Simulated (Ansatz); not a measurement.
Program: Ansatz. Geometries: PBE0-D4/def2-TZVP. ΔE: electronic, gas phase. CCSD(T)/CBS is the MP2 limit (def2-TZVPP, def2-QZVPP) plus CCSD(T) − MP2 in def2-TZVPP, frozen cores. Functionals use def2-TZVPP. One conformer a species, not always the lowest.

Consider the redistribution: `N[SiH](O)BO` + `CO[SiH2]SC` → `CS[SiH2]BO` + `CO[SiH](N)O`.

`N[SiH](O)BO`:

```xyz
11

N     0.185    1.413   -1.174
Si    0.718    0.420    0.121
O     0.439    0.979    1.659
B    -0.188   -1.383   -0.103
O    -1.313   -1.593    0.628
H     0.682    2.254   -1.419
H    -0.791    1.487   -1.413
H     2.198    0.401    0.011
H    -0.406    0.736    2.041
H     0.193   -2.260   -0.837
H    -1.716   -2.454    0.486
```

`CO[SiH2]SC`:

Z-matrix (Å, degrees):
```
C
O 1 1.411
H 1 1.091 2 108.1
H 1 1.095 2 111.3 3 119.6
H 1 1.096 2 111.3 3 -119.2
Si 2 1.640 1 123.0 3 -177.4
S 6 2.121 2 113.3 1 60.5
H 6 1.487 2 111.6 1 -56.7
H 6 1.481 2 104.2 1 -178.7
C 7 1.818 6 99.4 2 64.5
H 10 1.089 7 111.1 6 -61.5
H 10 1.089 7 106.9 6 179.6
H 10 1.090 7 110.8 6 60.9
```

`CS[SiH2]BO`:

Cartesian coordinates in Å:
```
C 0.364 1.610 -1.116
S -0.719 0.323 -1.797
Si -1.120 -0.781 -0.012
B 0.627 -1.439 0.792
O 1.110 -0.979 1.967
H 0.628 2.270 -1.942
H 1.280 1.187 -0.702
H -0.152 2.195 -0.354
H -2.018 -1.888 -0.436
H -1.857 0.084 0.966
H 1.324 -2.232 0.223
H 0.534 -0.349 2.410
```

`CO[SiH](N)O`:

```xyz
12

C     0.026    0.570   -1.944
O    -0.095    0.837   -0.565
Si    0.252   -0.244    0.609
N    -0.214    0.301    2.151
O    -0.572   -1.603    0.189
H    -0.616   -0.262   -2.245
H    -0.274    1.465   -2.492
H     1.061    0.330   -2.216
H     1.715   -0.492    0.670
H    -1.166    0.579    2.332
H     0.434    0.845    2.697
H    -0.551   -2.326    0.816
```

| level | ΔE (kcal/mol) | difference from CCSD(T)/CBS |
| --- | --- | --- |
| r2SCAN-D4 | -6.0 | -0.7 |
| PBE0-D4 | -5.5 | -0.2 |
| ωB97M-V | -5.1 | 0.2 |
| B2PLYP | -4.9 | 0.4 |
| r2SCAN | -6.1 | -0.8 |
| HF/def2-TZVPP | -5.6 | -0.3 |
| CCSD/def2-TZVPP | -5.5 | -0.2 |
| HF/def2-QZVPP | -5.7 | -0.4 |
| HF/CBS(def2) | -5.7 | -0.4 |
| MP2/CBS(def2) | -4.8 | 0.5 |
| CCSD(T)/CBS | -5.3 | 0 |

Largest T1 diagnostic among the species: 0.013.
